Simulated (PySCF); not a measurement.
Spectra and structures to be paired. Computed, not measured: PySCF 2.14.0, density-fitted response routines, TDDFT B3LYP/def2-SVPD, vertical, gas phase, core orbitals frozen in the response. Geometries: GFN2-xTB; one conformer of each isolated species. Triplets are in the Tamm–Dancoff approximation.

A. `C#Cc1nccpc1C`
B. `Cc1ccpc(C#N)c1`
C. `C=CP(C)(C)=N`
D. `N#Cc1nnc(F)o1`
E. `P1PPPP1`

Lowest singlet levels (six at most, fewer where fewer were computed) with oscillator strengths:

1. 4.82 eV (f 0.002); 5.75 eV (f 0.308); 6.28 eV (f 0.000); 6.45 eV (f 0.000); 6.76 eV (f 0.025); 6.76 eV (f 0.005); T1 3.83 eV
2. 4.33 eV (f 0.011); 4.51 eV (f 0.014); 4.75 eV (f 0.004); 4.94 eV (f 0.007); 4.98 eV (f 0.019); 5.12 eV (f 0.013); T1 3.84 eV
3. 4.19 eV (f 0.026); 5.14 eV (f 0.040); 5.46 eV (f 0.026); 6.23 eV (f 0.003); 6.33 eV (f 0.024); 6.36 eV (f 0.002); T1 3.79 eV
4. 3.83 eV (f 0.005); 4.23 eV (f 0.069); 4.45 eV (f 0.001); 4.62 eV (f 0.002); 4.96 eV (f 0.058); 5.17 eV (f 0.005); T1 3.26 eV
5. 4.39 eV (f 0.037); 4.69 eV (f 0.105); 4.71 eV (f 0.009); 5.33 eV (f 0.006); 5.60 eV (f 0.500); 5.60 eV (f 0.000); T1 2.95 eV

Problem. Which spectrum belongs to which structure?

Solution. 1 = D, 2 = E, 3 = C, 4 = A, 5 = B.
- A: S1 at 3.83 eV, HOMO-1→LUMO (98%); Löwdin shares by element: HOMO carbon 63% or more (atoms not listed hold the other 37%); LUMO phosphorus 32%, carbon 26% or more, nitrogen 17% (atoms not listed hold the other 24%); HOMO -7.18 and LUMO -2.32 eV; point group Cs.
- B: S1 at 4.39 eV, HOMO→LUMO+1 (34%), HOMO→LUMO (32%), HOMO-1→LUMO (28%); Löwdin shares by element: HOMO carbon 40% or more, phosphorus 27% (atoms not listed hold the other 33%); LUMO carbon 38% or more, phosphorus 29% (atoms not listed hold the other 33%); HOMO -7.24 and LUMO -2.48 eV; point group Cs, 1 of its 6 listed states under f = 0.0005.
- C: S1 at 4.19 eV, HOMO→LUMO (98%); Löwdin shares by element: HOMO nitrogen 61%, phosphorus 16%, hydrogen 7% or more, carbon 6% or more; LUMO carbon 68% or more, phosphorus 6%, hydrogen 5% or more (atoms not listed hold the other 20%); HOMO -5.99 and LUMO -0.89 eV.
- D: S1 at 4.82 eV, HOMO-1→LUMO (99%); Löwdin shares by element: HOMO carbon 33% or more, nitrogen 32% or more (atoms not listed hold the other 35%); LUMO nitrogen 40% or more, carbon 32% or more (atoms not listed hold the other 29%); HOMO -8.87 and LUMO -2.88 eV; point group Cs, 2 of its 6 listed states under f = 0.0005.
- E: S1 at 4.33 eV, HOMO→LUMO (99%); Löwdin shares by element: HOMO phosphorus 85% or more (atoms not listed hold the other 15%); LUMO phosphorus 80% or more (atoms not listed hold the other 20%); HOMO -6.46 and LUMO -1.22 eV.
B and E have S1 within 0.07 eV of each other; their strongest listed levels stand at 5.60 eV (f 0.500) and 4.98 eV (f 0.019).
C and E have S1 within 0.14 eV of each other; their strongest listed levels stand at 5.14 eV (f 0.040) and 4.98 eV (f 0.019).
